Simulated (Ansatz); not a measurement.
Kohn–Sham single points on BClH6Si2, SMILES `B[SiH]([SiH3])Cl`.

```yaml
crystal:
  periodic: [false, false, false]
  atoms:
    - {symbol: B, position_ang: [-1.141282, 1.447066, -0.624407]}
    - {symbol: Si, position_ang: [0.017941, -0.143611, -0.915971]}
    - {symbol: Si, position_ang: [0.855791, -0.799980, 1.182101]}
    - {symbol: Cl, position_ang: [-0.973122, -1.772140, -1.729525]}
    - {symbol: H, position_ang: [-2.333267, 1.394210, -0.644476]}
    - {symbol: H, position_ang: [-0.618493, 2.485169, -0.340003]}
    - {symbol: H, position_ang: [1.171312, 0.157645, -1.807666]}
    - {symbol: H, position_ang: [-0.268972, -1.091098, 2.109162]}
    - {symbol: H, position_ang: [1.686293, -2.021606, 1.019191]}
    - {symbol: H, position_ang: [1.686898, 0.293145, 1.754492]}
basis:
  gaussian: {orbitals: def2-TZVPP}
hamiltonian: {xc: {name: B2PLYP}}
```

```sh
$ ansatz run in.yaml --threads 2 --pin off --events-out ev --progress --plain --max-ram 4352MiB
```

It prints (some lines left out):

```
Functional definition: B2PLYP
1380 factors; integrals over basis functions are off by at most 1.2e-3 eV
mean field evaluation 1: about -29036.3268 eV, gradient 1.6e1 eV
mean field evaluation 2: about -29036.4681 eV, gradient 1.6e1 eV
mean field evaluation 4: about -29037.3225 eV, gradient 1.8e0 eV
mean field evaluation 8: about -29037.3339 eV, gradient 9.5e-2 eV
mean field evaluation 16: about -29037.3339 eV, gradient 1.2e-4 eV
mean field -29037.33390480 eV, -1067.1023387897 hartree, gradient 8.1e-6 eV, S^2 0.000000; 0 other end points of the search recorded, 0 dependent functions left out
16 core orbitals not correlated: weight in the atoms' cores, before any rotation towards them, 1.000 or more for the frozen orbitals, at most 0.000 for the correlated occupied ones
reference -29037.33410547 eV, -1067.1023461641 hartree; 12, 12 occupied and 213, 213 virtual orbitals, 1380 factors
second order -17.93197867 eV of doubles, -0.00000000 eV of singles
Total energy: -29042.17573971 eV, -1067.2802729407 hartree
```

Run time 8 s (2 threads of an Arm Neoverse V2 on a shared host); peak host memory 0.57 GiB.

With the line `hamiltonian: {xc: lda}` (abridged; 1.9 s):

```
Functional definition: SPW92
mean field evaluation 16: about -28940.1837 eV, gradient 6.1e-5 eV
mean field -28940.18367979 eV, -1063.5321338714 hartree, gradient 6.1e-5 eV, S^2 0.000000
Total energy: -28940.18372798 eV, -1063.5321356422 hartree
```

With the line `hamiltonian: {xc: {name: wB97X-V}}` (abridged; 13 s):

```
Functional definition: wB97X-V
mean field evaluation 16: about -29048.8070 eV, gradient 6.5e-5 eV
mean field -29048.80703644 eV, -1067.5239686006 hartree, gradient 6.5e-5 eV, S^2 0.000000
Total energy: -29048.80703391 eV, -1067.5239685076 hartree
```

Changing it to `hamiltonian: {xc: hse06, dispersion: d4}` (abridged; 5.5 s):

```
Functional definition: HSE06
mean field evaluation 16: about -29040.6880 eV, gradient 3.8e-5 eV
mean field -29040.68801955 eV, -1067.2256002333 hartree, gradient 3.8e-5 eV, S^2 0.000000
Total energy: -29040.88735912 eV, -1067.2329258272 hartree
```

The same input with `hamiltonian: {xc: {name: r2SCAN0}, dispersion: d4}` (abridged; 8 s):

```
Functional definition: r2SCAN0
mean field evaluation 16: about -29050.1092 eV, gradient 4.2e-5 eV
mean field -29050.10915186 eV, -1067.5718204598 hartree, gradient 4.2e-5 eV, S^2 0.000000
Total energy: -29050.18097849 eV, -1067.5744600396 hartree
```

The same input with `hamiltonian: {xc: {name: CAM-B3LYP}, dispersion: d4}` (abridged; 5.5 s):

```
Functional definition: CAM-B3LYP
mean field evaluation 16: about -29053.2955 eV, gradient 2.7e-5 eV
mean field -29053.29552334 eV, -1067.6889174517 hartree, gradient 2.7e-5 eV, S^2 0.000000
Total energy: -29053.51458596 eV, -1067.6969678545 hartree
```

HSE06 is the plane-wave form, built on full-range PBE exchange.
